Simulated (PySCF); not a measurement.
SbBr2, SMILES [Br][Sb][Br], multiplicity 2.

Geometry optimised at r2SCAN-D4/def2-SVP. The spin state was assumed, not searched. The isomer is the one that the SMILES or the coordinates give; other isomers of the formula were not compared. The def2 effective core potentials stand for the cores of Sb; spin–orbit coupling is left out.

All values below come from TDA-PBE/def2-SVPD in PySCF 2.14.0.

Vertical excitations. Gas-phase values at a fixed geometry.

Computed lowest excited states:
```
state    energy (eV)  λ (nm)      f                                main pairs
-------  -----------  ------  -----  ----------------------------------------
root 1          2.20     563  0.000                         α HOMO→LUMO 100 %
root 2          2.38     521  0.000                       α HOMO→LUMO+1 100 %
root 3          2.98     416  0.000                         β HOMO→LUMO 100 %
root 4          3.14     395  0.001                        β HOMO−1→LUMO 99 %
root 5          3.27     379  0.017                        β HOMO−2→LUMO 93 %
root 6          3.78     328  0.008                        β HOMO−3→LUMO 94 %
root 7          4.07     305  0.002    α HOMO−1→LUMO 64 %, β HOMO→LUMO+1 33 %
root 8          4.21     295  0.000  α HOMO−2→LUMO 63 %, β HOMO−1→LUMO+1 34 %
root 9          4.24     292  0.002                        β HOMO−4→LUMO 97 %
root 10         4.32     287  0.000  α HOMO−3→LUMO 71 %, β HOMO−2→LUMO+1 28 %
```
Unrestricted roots are not spin-pure.
